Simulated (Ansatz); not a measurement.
System: WCl$_{4}$, net charge 0, triplet state. The spin state was set by rule; other spins were not relaxed. SMILES: [Cl][W]([Cl])([Cl])[Cl]
Geometry from a B3LYP-D3(BJ)/def2-TZVP (Ansatz, a program for electronic structure) optimisation:
```
W
Cl 1 2.2645
Cl 1 2.2645 2 109.47
Cl 1 2.2645 2 109.47 3 120.00
Cl 1 2.2645 2 109.47 3 -120.00
```
Charge 0, spin multiplicity 3.

Parts of the frozen-core correlation energy in def2-TZVPP (Ansatz, hartree). Frozen orbitals: 24; correlated occupied orbitals by spin: 18 and 16; virtual: 182 and 184. Open shells are spin-unrestricted. Spin-orbit coupling is left out. Past Kr the def2 sets carry scalar-relativistic core potentials.

```json
[
 {"term": "reference (HF)", "value": "-1904.66508"},
 {"term": "MP2 opposite-spin", "value": "(withheld)"},
 {"term": "MP2 same-spin", "value": "-0.25916"},
 {"term": "CCSD correlation", "value": "(withheld)"},
 {"term": "(T)", "value": "(withheld)"},
 {"term": "T1 diagnostic", "value": "0.022"},
 {"term": "largest doubles amplitude", "value": "0.028"},
 {"term": "<S^2> of the reference", "value": "2.022"}
]
```

Some entries are withheld; supply them.


- MP2 opposite-spin, value: -0.67349
- CCSD correlation, value: -0.98260
- (T), value: -0.05214
